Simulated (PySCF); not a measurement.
Question: Give a GFN2-xTB geometry of `[H]/N=C/CC(C)(C)[O-]`. (Charge -1.)

Answer: 
```
atom  x, y, z in Å
C1    -0.871    1.014   -1.524
C2    -0.595    0.585   -0.036
C3     0.770    1.232    0.370
O4    -1.576    0.817    0.768
C5    -0.262   -1.048   -0.193
C6     0.246   -1.600    1.047
N7     1.450   -2.009    1.180
H8    -1.773    0.522   -1.885
H9    -0.038    0.772   -2.184
H10   -1.040    2.091   -1.546
H11    1.576    0.918   -0.291
H12    1.017    0.943    1.388
H13    0.675    2.318    0.334
H14    0.450   -1.187   -1.005
H15   -1.235   -1.470   -0.444
H16   -0.477   -1.588    1.876
H17    1.678   -2.299    2.134
```

Any rigid rotation of these coordinates is as good. Atoms count from 1 in this order. The 4 C–C bonds span 1.449 Å (C5–C6, drawn single) to 1.674 Å (C2–C5, drawn single), a spread of 0.225 Å. C6 (imine carbon) is planar (angles 122.9°, 122.7° and 114.2°, sum 359.9°, 0.02 Å off the plane of its three neighbours). N7 (imine nitrogen) is bent (angle 113.4°). Of the pairs four or more bonds apart, C6···H12 is among the closest relative to their van der Waals radii: 2.68 Å, 92 % of the sum of Bondi's values.

Bonds between heavy atoms (Å): C1–C2 1.574, C2–C3 1.564, C2–O4 1.289, C2–C5 1.674, C5–C6 1.449, C6=N7 1.279.

Computed geometry: GFN2-xTB, gas phase.

Point group: C1 (no symmetry element, even within 0.4 Å). Stationary, but not proved a minimum. Torsions: C1–C2–C5–C6 170°, C2–C5–C6–N7 -112°.

One conformer stands for the species.
